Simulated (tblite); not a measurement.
Species: C8H15P.
Geometry (GFN2-xTB, Å), atoms numbered from 1 in this order:
```xyz
24
C8H15P angstrom
C     -3.4181   -0.2964    0.8555
C     -2.3525    0.6273    0.2774
C     -1.4037   -0.1247   -0.6485
P     -0.1263    1.0234   -1.3968
C      0.9607    1.1765    0.0559
C      1.9155    0.2557    0.1406
C      2.9346    0.1551    1.2266
C      1.9302   -0.7759   -0.9536
C      1.0330   -0.2726   -2.0878
H     -4.0108   -0.7413    0.0585
H     -4.0860    0.2536    1.5145
H     -2.9567   -1.0996    1.4271
H     -2.8310    1.4380   -0.2775
H     -1.7801    1.0781    1.0920
H     -1.9667   -0.5637   -1.4776
H     -0.9004   -0.9298   -0.1060
H      0.8310    1.9787    0.7648
H      2.7820    0.9246    1.9789
H      3.9369    0.2643    0.8118
H      2.8786   -0.8229    1.7050
H      2.9493   -0.9509   -1.3058
H      1.5614   -1.7254   -0.5526
H      0.4712   -1.0720   -2.5731
H      1.6364    0.2198   -2.8549
```

All values are computed: GFN2-xTB (tblite) harmonic vibrations without scaling, gas phase. This tight-binding method is rough: wavenumbers can miss measured ones by several per cent, in bad cases by 10 to 20. One conformer, not necessarily the lowest.

Harmonic wavenumbers (cm⁻¹): 48.4, 69.7, 97.5, 122.4, 137.8, 151.1, 232.4, 260.7, 286.8, 320.1, 362.1, 428.6, 488.5, 537.4, 685.8, 727.0, 746.4, 776.2, 799.6, 806.0, 856.0, 887.7, 937.5, 948.1, 1008.3, 1011.3, 1017.7, 1048.3, 1079.5, 1112.3, 1120.1, 1126.6, 1167.9, 1212.3, 1218.3, 1238.4, 1253.3, 1270.5, 1314.8, 1337.8, 1398.9, 1414.7, 1442.7, 1452.1, 1475.3, 1479.4, 1479.6, 1493.3, 1504.1, 1506.4, 1677.8, 2927.6, 2934.8, 2942.6, 2954.5, 2962.3, 2967.6, 2976.2, 2978.3, 2993.8, 3008.0, 3024.4, 3028.3, 3035.5, 3045.3, 3083.7.

A = 2146, B = 812.3, C = 704.7 MHz; mass 142.091 u (most abundant isotopes); point group C1, symmetry number 1.

Task: Zero-point energy?

Result: Half the sum of the wavenumbers: 45719 cm⁻¹ = 130.72 kcal/mol.

Task: Entropy at 273.15 K, 1 bar (ideal gas, RRHO, classical rotation)?

Result: Translation 40.36, rotation 29.69, vibration 30.77: S = 100.8 cal/(mol K).

Task: And Cp and H(273.15 K) − H(0)?

Result: Cp = 39.88 cal/(mol K), of which vibrations give 31.93 (their classical limit is 66 R = 131.2); H(273.15 K) − H(0) = 6.62 kcal/mol without the zero-point energy, 4.45 from vibrations.

Task: What must be added to the electronic energy to get the Gibbs energy at 273.15 K and 1 bar?

Result: ZPE + [H(273.15 K) − H(0)] − T·S = 130.72 + 6.62 − 27.54 = 109.80 kcal/mol.

Task: Blend soft modes into free rotors: weight 1/[1 + (100 cm⁻¹/ν̃)⁴] for the oscillator and the rest for a rotor with moment μB/(μ + B), μ = h/(8π²ν), B = 10⁻⁴⁴ kg m². What vibrational entropy results?

Result: 28.49 cal/(mol K) in place of 30.77, which changes −T·S at 273.15 K by +0.62 kcal/mol.

Hindered rotation and anharmonicity are outside this model. Other conformers, if any are populated, would add a mixing term that is left out. The structure is chiral; the term R ln 2 for an equal mix with its mirror image is left out.
